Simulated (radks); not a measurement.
Values are calculated unless marked as measured or tabulated.
Question: Ta+, configuration [Xe] 4f14 5d3 6s1 (the NIST ground configuration). Code: a radial shooting solver on a logarithmic mesh with Libxc functionals. Model: scalar-relativistic Kohn-Sham, PBE, spin-polarised, spherical densities, finite nucleus; open shells are filled with parallel spins first (spin-orbit coupling, left out, can overturn this in heavy ions); Fermi nuclear charge, rms radius 5.3507 fm. Some entries of the table are withheld. Estimate them.

| orbital | occ. | eigenvalue (hartree) | <1/r> (bohr^-1) | r(max) (bohr) |
|---|---|---|---|---|
| 1s up | 1 | -2475.200 | 85.40 | 0.01168 |
| 1s down | 1 | -2475.200 | 85.40 | 0.01168 |
| 2s up | 1 | -425.5024 | 19.96 | 0.06686 |
| 2s down | 1 | -425.4981 | 19.96 | 0.06686 |
| 2p up | 3 | -372.9992 | 18.15 | 0.05476 |
| 2p down | 3 | -372.9958 | 18.15 | 0.05476 |
| 3s up | 1 | -97.67228 | 7.387 | 0.1887 |
| 3s down | 1 | -97.67136 | 7.387 | 0.1887 |
| 3p up | 3 | -82.04906 | 6.836 | 0.1865 |
| 3p down | 3 | -82.04796 | 6.836 | 0.1865 |
| 3d up | 5 | -63.79672 | 6.463 | 0.1520 |
| 3d down | 5 | -63.79419 | 6.463 | 0.1520 |
| 4s up | 1 | -20.11671 | 3.134 | 0.4289 |
| 4s down | 1 | -20.11340 | 3.134 | 0.4289 |
| 4p up | 3 | -14.99013 | 2.851 | 0.4495 |
| 4p down | 3 | -14.98702 | 2.851 | 0.4496 |
| 4d up | 5 | -8.42178 | 2.532 | 0.4614 |
| 4d down | 5 | -8.41789 | 2.532 | 0.4615 |
| 5s up | 1 | -2.95669 | 1.207 | (1) |
| 5s down | 1 | -2.91329 | 1.216 | (2) |
| 5p up | 3 | -1.73199 | 1.007 | 1.128 |
| 5p down | 3 | -1.67083 | 1.019 | 1.121 |
| 4f up | 7 | (3) | 1.998 | 0.4414 |
| 4f down | 7 | (4) | 2.007 | 0.4412 |
| 6s up | 1 | -0.45480 | 0.4192 | (5) |
| 5d up | 3 | -0.41676 | 0.6224 | 1.583 |
| 5d down | 0 | -0.32531 | 0.6327 | 1.549 |

Answer: 
(1) 5s up r(max) (bohr): 0.9902
(2) 5s down r(max) (bohr): 0.9869
(3) 4f up eigenvalue (hartree): -1.16728
(4) 4f down eigenvalue (hartree): -1.15664
(5) 6s up r(max) (bohr): 2.638
